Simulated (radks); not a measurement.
Valence configurations of F3+ (all share [He]). All-electron calculation, scalar-relativistic Kohn-Sham, PBE, spin-polarised, spherical densities, point nucleus; open shells are filled with parallel spins first. Program: a radial shooting solver on a logarithmic mesh with Libxc functionals. Energies are relative to 2s2 2p2; eigenvalues in eV for spin up.

valence,E (eV),moment (Bohr magnetons),e(2p),e(2s)
2s2 2p2,0.000,2,-75.093,-93.392
2s1 2p3,9.071,4,-75.700,-94.200
2s1.5 2p2.5,5.513,3,-75.499,-93.904
2p4,37.092,2,-73.665,-
2s0.5 2p3.5,23.982,3,-74.786,-93.349

NIST lists [He] 2s2 2p2 as the ground configuration; this level of theory agrees among the configurations tried. The energies are those of spherical high-spin densities, not of single terms.
